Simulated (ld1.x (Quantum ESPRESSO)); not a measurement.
Varying the PAW potential for potassium (K)

Base potential:

K, PAW, made with ld1.x (Quantum ESPRESSO) 7.5 (PBE, scalar-relativistic). Core [Ne], reference 3s2 3p6 4s1 4p0. Waves: 3s (bound): rcut 1.70, rcutus 1.90 bohr; 4s (bound): rcut 1.70, rcutus 1.90 bohr; 3p (bound): rcut 2.00, rcutus 2.55 bohr; 4p (bound, empty): rcut 2.00, rcutus 2.55 bohr; 3d channel at 0.15 Ry: rcut 1.85, rcutus 2.00 bohr; 3d channel at 1.2 Ry: rcut 1.85, rcutus 2.00 bohr. Local part: all-electron potential smoothed inside 2.40 bohr (lloc = -1). Core correction: a·sin(br)/r model core inside 1.25 bohr. Augmentation charge: BESSEL, radius 1.75 bohr.

Cutoffs, loose and tight: the cutoffs (Ry, on a coarse ladder) from which the occupation-weighted sum of valence levels, in a spherical-Bessel basis at the reference potential, stays within 10 and 1 mRy of its value at 400 Ry. They do not see the model core or the augmentation charge, which bear on the density cutoff. Test errors are all-electron minus pseudo excitation energies from the reference, over the configurations 3s2 3p6 4s0 4p0; 3s2 3p6 4s0.5 4p0; 3s2 3p6 4s0 4p1; 3s1 3p6 4s1 4p0; 3s2 3p5 4s1 4p0. A dash means not determined; rows that change the core or the reference have their own tests. The largest error is taken over the tests solved by every variant that gives reliable tests at all: 3s2 3p6 4s0 4p0; 3s2 3p6 4s0 4p1; 3s2 3p6 4s0.5 4p0.

Cutoffs are not given where the Bessel-basis levels miss the radial ones by over 6 mRy, ghosts where they miss by over 20 mRy; a channel whose overlap is not positive is not tested.

A file whose overlap is not positive is unfit for use, and its test errors describe a broken file.

```csv
change,outcome,"cutoff, loose","cutoff, tight",bound ghosts,largest test error (meV)
base,generated,15 Ry,21 Ry,none,+0.1
"all radii but the core radius scaled by about 0.77 (s 1.46, p 1.96, d 1.54 bohr, rcut 1.32/1.54/1.42); local potential all-electron potential smoothed inside 1.86 bohr (lloc = -1); augmentation BESSEL, radius 1.36 bohr",generated,21 Ry,35 Ry,none,-0.1
"all radii but the core radius scaled by about 0.86 (s 1.64, p 2.20, d 1.72 bohr, rcut 1.46/1.72/1.60); local potential all-electron potential smoothed inside 2.06 bohr (lloc = -1); augmentation BESSEL, radius 1.50 bohr",generated,18 Ry,30 Ry,none,-0.1
"all radii but the core radius scaled by about 0.93 (s 1.76, p 2.36, d 1.86 bohr, rcut 1.58/1.86/1.72); local potential all-electron potential smoothed inside 2.24 bohr (lloc = -1); augmentation BESSEL, radius 1.62 bohr","generated, overlap not positive",–,–,not determined (overlap not positive),-1.1
"all radii but the core radius scaled by about 1.05 (s 1.98, p 2.68, d 2.10 bohr, rcut 1.78/2.10/1.94); local potential all-electron potential smoothed inside 2.52 bohr (lloc = -1); augmentation BESSEL, radius 1.84 bohr",generated,12 Ry,21 Ry,none,+0.1
"all radii but the core radius scaled by about 1.11 (s 2.12, p 2.84, d 2.22 bohr, rcut 1.90/2.22/2.06); local potential all-electron potential smoothed inside 2.68 bohr (lloc = -1); augmentation BESSEL, radius 1.94 bohr",generated,12 Ry,18 Ry,none,+0.5
"all radii but the core radius scaled by about 1.20 (s 2.28, p 3.06, d 2.40 bohr, rcut 2.04/2.40/2.22); local potential all-electron potential smoothed inside 2.88 bohr (lloc = -1); augmentation BESSEL, radius 2.10 bohr",generated,12 Ry,18 Ry,none,+1.1
"all radii but the core radius scaled by about 1.28 (s 2.42, p 3.26, d 2.56 bohr, rcut 2.18/2.56/2.36); local potential all-electron potential smoothed inside 3.06 bohr (lloc = -1); augmentation BESSEL, radius 2.24 bohr",generated,12 Ry,18 Ry,none,+1.7
```

(1) What comes out with this change to the base: all radii but the core radius scaled by about 1.40 (s 2.66, p 3.58, d 2.80 bohr, rcut 2.38/2.80/2.60); local potential all-electron potential smoothed inside 3.36 bohr (lloc = -1); augmentation BESSEL, radius 2.46 bohr?

Answers

(1) outcome: generated; cutoff, loose: 10 Ry; cutoff, tight: 15 Ry; bound ghosts: none; largest test error (meV): test run stopped at test 2 of 5 (negative rho), 1 before it not solved.

Reading the sweep of the scale of all radii but the core radius (base = 1) (base included, trends over the rows without a ghost): The loose cutoff falls from 21 Ry at 0.77 to 10 Ry at 1.4. A larger radius leaves more room for a smooth pseudo-wave, so fewer plane waves are needed; a smaller one forces it to follow the all-electron wave where it bends sharply.
